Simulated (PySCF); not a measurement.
Isomers of C6H5FS. Method: PySCF, PBE0-D3(BJ)/def2-SVP geometry optimisation, gas phase. One conformer each; no zero-point energy, no entropy. No frequencies were run at this level. Point groups hold within 0.08 Å.

Question: Rank from lowest to highest electronic energy at this level (kcal/mol).
A. `[F:1][c:2]1[cH:3][cH:4][cH:5][cH:6][c:7]1[SH:8]` with C6–C7–S8–H -176° (2-fluorothiophenol)
B. `[F:1][c:2]1[cH:3][cH:4][c:5]([SH:6])[cH:7][cH:8]1` with C4–C5–S6–H 1°

Answer: A (0.0), B (1.2).

Neighbours under 2.5 kcal/mol apart (Fc1ccccc1S and Fc1ccc(S)cc1) can change places with a better method, another conformer or zero-point energy.

```tsv
SMILES	E (Eh)	E rel (kcal/mol)	dipole (D)	point group	A, B, C (MHz)
Fc1ccccc1S	-728.81617	0.0	1.14	near Cs	2895, 1552, 1010
Fc1ccc(S)cc1	-728.81432	1.2	1.16	Cs	5588, 959.5, 818.9
```

Q: How do the relative energies change in single points at CAM-B3LYP/def2-SVPD (no added dispersion term) on the same geometries?

A: 
```json
{"SMILES": "Fc1ccccc1S", "PBE0-D3(BJ)/def2-SVP (kcal/mol)": "0.0", "CAM-B3LYP/def2-SVPD (kcal/mol)": "0.0", "shift": "0.0"}
{"SMILES": "Fc1ccc(S)cc1", "PBE0-D3(BJ)/def2-SVP (kcal/mol)": "1.2", "CAM-B3LYP/def2-SVPD (kcal/mol)": "0.9", "shift": "-0.3"}
```

Each column counts from its own lowest isomer. The order is unchanged; the largest shift is 0.3 kcal/mol.

Q: As an exercise, what shares would exp(−E/RT) give at 1000 K from these electronic energies alone (no entropy, no degeneracies)?

A: RT = 1.987 kcal/mol: Fc1ccccc1S 64.2 %, Fc1ccc(S)cc1 35.8 %.
